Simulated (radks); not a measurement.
Valence configurations of C I (all share [He]). Method: non-relativistic Kohn-Sham, r2SCAN, spin-polarised, spherical densities, point nucleus; open shells are filled with parallel spins first; meta-GGA in the generalised Kohn-Sham scheme; computed with a radial shooting solver on a logarithmic mesh with Libxc functionals. Energies are relative to 2s2 2p2; eigenvalues in eV for spin up.

| valence | E (eV) | moment (Bohr magnetons) | e(2p) | e(2s) |
|---|---|---|---|---|
| 2s2 2p2 | 0.000 | 2 | -6.386 | -15.692 |
| 2p4 | 18.190 | 2 | -7.694 | - |
| 2s1 2p3 | 3.121 | 4 | -7.263 | -16.671 |
| 2s1.5 2p2.5 | 2.221 | 3 | -6.964 | -16.375 |
| 2s0.5 2p3.5 | 11.089 | 3 | -7.886 | -17.324 |

NIST lists [He] 2s2 2p2 as the ground configuration; this level of theory agrees among the configurations tried. The energies are those of spherical high-spin densities, not of single terms.
